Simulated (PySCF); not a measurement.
# A thermochemical cycle for InO

PBE0 in PySCF with def2-SVPD on every atom (core potentials on In), for the lowest determinant that a PBE0 search found; no spin–orbit coupling. InO, a doublet (π ↑), has De = 3.46 eV to neutral atoms, and InO⁺, a triplet (π ↑↑), has De = 0.22 eV to In⁺ + O.

At the same level the In atom ionises at 5.61 eV.

What is the adiabatic ionisation energy of the molecule, and does ionisation strengthen or weaken the bond?

IE = IE(In) + De(neutral) − De(ion) = 5.61 + 3.46 − 0.22 = 8.85 eV. De changes by -3.24 eV, so ionisation weakens the bond.

Weak bonds: InO⁺. Basis-set superposition, not corrected here, can be much of De in a small basis, most of all at correlated wavefunction levels. Spin–orbit coupling is left out, which matters for elements this heavy, above all for dissociation energies. For an ion De counts to the pair picked by the measured ionisation energies or electron affinities, which need not be the lowest pair at this level. States were picked by a PBE0 search and need not be the measured ground states.
